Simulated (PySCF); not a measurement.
An unknown shows these calculated signals:

$^{1}$H NMR (300 MHz, computed): δ 8.90 (br s, 1H), 7.91 (s, 1H), 6.94 (m, 1H), 5.88 (m, 1H), 5.38 (m, 1H), 2.06 (m, 1H), 0.92 (m, 2H), 0.52 (m, 2H).

$^{13}$C{$^{1}$H} NMR (computed): δ 144.5 (C), 141.1 (CH), 133.2 (CH), 125.3 (C), 114.6 (CH2), 8.3 (CH), 7.6 (CH2).

Theoretical values (PySCF 2.14.0 with density-fitted response routines): σ from GIAO-PBE0/pcSseg-1, GFN2-xTB geometry. No solvent model, non-relativistic Hamiltonian, one conformer, rapidly exchanging positions averaged.

Referencing at the same level of theory: $^{1}$H (σ = 31.72 ppm), $^{13}$C (σ = 186.93 ppm) against TMS.

Problem. Which of these does the molecule contain: a tert-butyl group, a heteroaromatic ring, a vinyl group CH=CH2, a non-aromatic C=C double bond, an amide, a nitrile?

Solution. 
- A tert-butyl group: no.
- A heteroaromatic ring: yes.
- A vinyl group CH=CH2: yes (δC 114.6, 133.2; δH 5.88 (m), 5.38 (m), 6.94 (m)).
- A non-aromatic C=C double bond: yes.
- An amide: no.
- A nitrile: no.

The data belong to `InChI=1S/C8H10N2/c1-2-6-5-9-10-8(6)7-3-4-7/h2,5,7H,1,3-4H2,(H,9,10)`; they needn't prove each group on their own.

Carbon signals by region: 5 in the sp2 and nitrile region (100–160 ppm), 2 below 50 ppm.

OH and NH positions are those of a molecule without intermolecular hydrogen bonds; in solution they move with solvent, concentration and temperature, and exchange usually removes their couplings. Shifts are as computed. Against solution values, carbons near 30 ppm lie about +3 ppm off and those near 130 ppm about +5 ppm. Of 1211 compounds with measured shifts, 218 miss one by over three times the rms of a fit or turn the order of signals round; such compounds aren't used in these exercises. No couplings were computed; multiplicities are counted from neighbouring protons, with m where these are inequivalent, close in shift, in a saturated or five-membered ring or joined by F or P, and br s for small geminal =CH2 splittings.
